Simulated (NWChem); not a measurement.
Program: NWChem. System: H$_{2}$Ge, charge 0, spin multiplicity 1, at a geometry optimised with B3LYP/def2-SVP. The structure started from a generated list of species.

Job file:

```
start mol
memory heap 200 mb stack 900 mb global 1100 mb
geometry units angstroms nocenter noautoz noautosym
  Ge     0.000000     0.000000     0.066351
  H     -1.142489     0.000000    -1.061618
  H      1.142489     0.000000    -1.061618
end
basis spherical
  * library def2-svp
end
dft
  xc xpbe96 cpbe96
  semidirect memsize 60000000 filesize 0
  iterations 100
  convergence nolevelshifting
  cdft 1 1 charge 0.0 pop becke
end
task dft energy
```

The output up to the point where the run's verdict is printed (cleaned and shortened):

```
             Northwest Computational Chemistry Package (NWChem) 7.3.0
             --------------------------------------------------------

                                NWChem Input Module
                                -------------------

 Scaling coordinates for geometry "geometry" by  1.889725989
 (inverse scale =  0.529177249)

                             Geometry "geometry" -> ""
                             -------------------------

 Output coordinates in angstroms (scale by  1.889725989 to convert to a.u.)

  No.       Tag          Charge          X              Y              Z
 ---- ---------------- ---------- -------------- -------------- --------------
    1 Ge                  32.0000     0.00000000     0.00000000     0.06635100
    2 H                    1.0000    -1.14248900     0.00000000    -1.06161800
    3 H                    1.0000     1.14248900     0.00000000    -1.06161800

 Effective nuclear repulsion energy (a.u.)      21.3263105001

            Nuclear Dipole moment (a.u.)
            ----------------------------
        X                 Y               Z
 ---------------- ---------------- ----------------
     0.0000000000     0.0000000000    -0.0000075589


 Summary of "ao basis" -> "" (spherical)
 ------------------------------------------------------------------------------
       Tag                 Description            Shells   Functions and Types
 ---------------- ------------------------------  ------  ---------------------
 *                          def2-svp                  on all atoms

  pbe96 is a nonlocal functional; adding pw91lda local functional.

                                 NWChem DFT Module
                                 -----------------

 Summary of "ao basis" -> "ao basis" (spherical)
 ------------------------------------------------------------------------------
       Tag                 Description            Shells   Functions and Types
 ---------------- ------------------------------  ------  ---------------------
 Ge                         def2-svp                12       32   5s4p3d
 H                          def2-svp                 3        5   2s1p
[...]
 d= 0,ls=0.0,diis    74  -2076.9092097961 -1.18D-03  7.64D-04  1.21D-02     5.8
 CDFT multipliers:
      1       -0.7578992207
      iter =    7
 d= 0,ls=0.0,diis    75  -2076.9099561773 -7.46D-04  5.90D-04  1.04D-02     5.9
 CDFT multipliers:
      1       -0.7558591381
      iter =    8
 d= 0,ls=0.0,diis    76  -2076.9105614801 -6.05D-04  4.48D-02  9.13D-03     6.0
 CDFT multipliers:
      1       -0.7568440123
      iter =    6
 d= 0,ls=0.0,diis    77  -2076.9103154572  2.46D-04  2.17D-03  9.60D-03     6.1
 CDFT multipliers:
      1       -0.7636259705
      iter =    5
 d= 0,ls=0.0,diis    78  -2076.9080413218  2.27D-03  4.35D-04  1.42D-02     6.1
 CDFT multipliers:
      1       -0.7622857400
      iter =    7
 d= 0,ls=0.0,diis    79  -2076.9085697134 -5.28D-04  1.89D-03  1.30D-02     6.2
 CDFT multipliers:
      1       -0.7681552958
      iter =    6
 d= 0,ls=0.0,diis    80  -2076.9058160651  2.75D-03  4.41D-04  2.03D-02     6.3
 CDFT multipliers:
      1       -0.7670476397
      iter =    6
 d= 0,ls=0.0,diis    81  -2076.9065972131 -7.81D-04  1.98D-03  1.76D-02     6.3
 CDFT multipliers:
      1       -0.7608787046
      iter =    8
 d= 0,ls=0.0,diis    82  -2076.9091399910 -2.54D-03  4.50D-02  1.16D-02     6.4
 CDFT multipliers:
      1       -0.7539165188
      iter =   11
 d= 0,ls=0.0,diis    83  -2076.9111522253 -2.01D-03  1.66D-03  7.98D-03     6.5
 CDFT multipliers:
      1       -0.7592847782
      iter =    5
 d= 0,ls=0.0,diis    84  -2076.9095065675  1.65D-03  3.07D-04  1.17D-02     6.5
 CDFT multipliers:
      1       -0.7600703369
      iter =    6
 d= 0,ls=0.0,diis    85  -2076.9092057386  3.01D-04  9.77D-04  1.24D-02     6.6
 CDFT multipliers:
      1       -0.7631036049
      iter =    6
 d= 0,ls=0.0,diis    86  -2076.9080327181  1.17D-03  8.75D-05  1.50D-02     6.7
 CDFT multipliers:
      1       -0.7630236187
      iter =    6
 d= 0,ls=0.0,diis    87  -2076.9081064563 -7.37D-05  3.40D-03  1.47D-02     6.7
 CDFT multipliers:
      1       -0.7523153233
      iter =   16
 d= 0,ls=0.0,diis    88  -2076.9114964738 -3.39D-03  2.70D-04  7.44D-03     6.8
 CDFT multipliers:
      1       -0.7529728515
      iter =   10
 d= 0,ls=0.0,diis    89  -2076.9113344215  1.62D-04  4.45D-02  7.76D-03     6.9
 CDFT multipliers:
      1       -0.7576933291
      iter =    8
 d= 0,ls=0.0,diis    90  -2076.9099757956  1.36D-03  4.52D-02  1.04D-02     7.0
 CDFT multipliers:
      1       -0.7589532229
      iter =    8
 d= 0,ls=0.0,diis    91  -2076.9096716272  3.04D-04  4.66D-02  1.09D-02     7.0
 CDFT multipliers:
      1       -0.7679404411
      iter =    6
 d= 0,ls=0.0,diis    92  -2076.9058381980  3.83D-03  7.35D-04  2.03D-02     7.1
 CDFT multipliers:
      1       -0.7664941509
      iter =    6
 d= 0,ls=0.0,diis    93  -2076.9065113698 -6.73D-04  4.59D-02  1.86D-02     7.2
 CDFT multipliers:
      1       -0.7546916147
      iter =    9
 d= 0,ls=0.0,diis    94  -2076.9108833814 -4.37D-03  4.42D-02  8.52D-03     7.2
 CDFT multipliers:
      1       -0.7538812468
      iter =   12
 d= 0,ls=0.0,diis    95  -2076.9111601026 -2.77D-04  1.87D-04  7.97D-03     7.3
 CDFT multipliers:
      1       -0.7544846047
      iter =   10
 d= 0,ls=0.0,diis    96  -2076.9110283472  1.32D-04  4.44D-02  8.17D-03     7.4
 CDFT multipliers:
      1       -0.7555880284
      iter =    8
 d= 0,ls=0.0,diis    97  -2076.9106916654  3.37D-04  4.43D-02  8.84D-03     7.5
 CDFT multipliers:
      1       -0.7542250684
      iter =   10
 d= 0,ls=0.0,diis    98  -2076.9110566056 -3.65D-04  1.97D-04  8.19D-03     7.5
 CDFT multipliers:
      1       -0.7545512311
      iter =    9
 d= 0,ls=0.0,diis    99  -2076.9109722800  8.43D-05  1.74D-04  8.37D-03     7.6
 CDFT multipliers:
      1       -0.7539548442
      iter =   12
 d= 0,ls=0.0,diis   100  -2076.9111272420 -1.55D-04  1.95D-04  8.06D-03     7.7
  CDFT final multipliers
      1       -0.7533006653
```

Convergence was not reached. The next line reads: Calculation failed to converge. NWChem stopped with the message: dft energy failed.
